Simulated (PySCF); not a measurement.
SnCl₄ + F₂ → SnF₂ + 2 Cl₂

Level: PBE in the def2-TZVP basis family, computed in PySCF with density fitting; scalar-relativistic core potentials for atoms from Rb on, none lighter, no spin–orbit coupling; open shells unrestricted.

```csv
species,state and structure,E (Eh),ZPE (kJ/mol),H(298 K) − H(0) (kJ/mol),S° (J/(mol K))
SnCl₄,"singlet, Td, Sn–Cl 2.316 Å (×4)",-2054.58880,12.1,23.0,371.5
F₂,"singlet, D∞h, F–F 1.413 Å",-199.42304,6.0,8.8,202.5
SnF₂,"singlet, C2v, Sn–F 1.961 Å (×2); F–Sn–F 97.0°",-413.98845,7.8,12.4,283.7
Cl₂,"singlet, D∞h, Cl–Cl 2.008 Å",-920.02118,3.2,9.2,223.0
```

(1) What is the electronic reaction energy?

(2) Add zero-point, thermal and entropy terms for 298.15 K and 1 bar.

## Answers

(1) At PBE/def2-TZVP, ΔE = -49.8 kJ/mol from the differences of the total energies times 2625.5, downhill. Fluorination of this kind underlies dry etching and chamber cleaning.

(2) ΔZPE = -3.9 and Δ[H(298) − H(0)] = -1.0 kJ/mol give ΔH° = -54.7 kJ/mol. ΔS° = 155.7 J/(mol K), so ΔG° = -54.7 − 298.15 × (0.1557) = -101 kJ/mol and log₁₀K = 17.7.

Only the bonding shown was studied: isomers, or loss of a ligand pair, can lie lower.
